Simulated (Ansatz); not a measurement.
Results of the Gaussian-basis code of Ansatz.

C2H6AlBFN at its PBE0-D4/def2-TZVP geometry, where that method's forces vanish. The species carries charge 0 and has multiplicity 1. The bonds changed during the relaxation, so this is another structure than the one it started from.

```
atom   x (Å)   y (Å)   z (Å)
  N1   0.664  -0.477   1.325
  C2   1.054  -0.320  -0.145
  B3  -0.320  -0.760  -0.847
  C4  -1.114   0.453  -1.194
  F5  -2.450   0.473  -1.475
 Al6  -0.015   1.163   0.426
  H7   0.195  -1.349   1.560
  H8   1.443  -0.338   1.957
  H9   2.014  -0.751  -0.403
 H10  -0.799  -1.858  -0.710
 H11  -0.599   1.259  -1.748
 H12  -0.073   2.506   1.254
```

For each bond, give half the difference of the two atoms' forces along it (eV/Å; positive pushes the atoms apart) under PBE-D4, r2SCAN-D4, B3LYP-D4, ωB97M-V in def2-TZVPP. (Estimate.)

The calculation gave: 
```
   bond  length (Å)  PBE-D4  r2SCAN-D4  B3LYP-D4  ωB97M-V
  N1–C2       1.529    0.12       0.27      0.31     0.29
 N1–Al6       1.990    0.04       0.03      0.17     0.16
  N1–H7       1.017    0.23       0.00     -0.06    -0.13
  N1–H8       1.013    0.18      -0.03     -0.09    -0.09
  C2–B3       1.605   -0.06      -0.01      0.07     0.13
 C2–Al6       1.915    0.19       0.07      0.21     0.15
  C2–H9       1.084    0.06      -0.07     -0.13    -0.15
  B3–C4       1.490   -0.07      -0.06     -0.06    -0.08
 B3–Al6       2.326    0.13       0.05      0.26     0.17
 B3–H10       1.205    0.06      -0.03     -0.15    -0.15
  C4–F5       1.365    0.41       0.32      0.45     0.36
 C4–Al6       2.082    0.02      -0.08     -0.05    -0.07
 C4–H11       1.106    0.12      -0.03     -0.18    -0.13
Al6–H12       1.578   -0.06      -0.03     -0.21    -0.19
```

B3LYP here is the variant with VWN-RPA as its local correlation; programs differ in this.
